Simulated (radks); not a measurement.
Spin polarisation of the 3d4 shell in the vanadium ion V+. Start: [Ar] 3d(up 2, down 2); electrons of 3d are moved from spin down to spin up, other shells keep equal spins. Method: non-relativistic Kohn-Sham, TPSS, spin-polarised, spherical densities, point nucleus; meta-GGA in the generalised Kohn-Sham scheme; computed with a radial shooting solver on a logarithmic mesh with Libxc functionals.

moment (Bohr magnetons),E - E(0) (eV),e(3d up) (eV),e(3d down) (eV),3p down minus up (eV),3s down minus up (eV),2p down minus up (eV)
0,0.000,-8.784,-8.784,0.000,0.000,0.000
1,-0.205,-9.158,-8.338,0.901,0.884,0.225
2,-0.818,-9.453,-7.825,1.801,1.766,0.449
3,-1.829,-9.657,-7.252,2.694,2.640,0.667

At moment 3 the spin-polarisation energy is -1.829 eV and the 3d exchange splitting 2.405 eV, that is 0.802 eV per Bohr magneton; E = -I m^2/4 would give I = 0.813 eV.
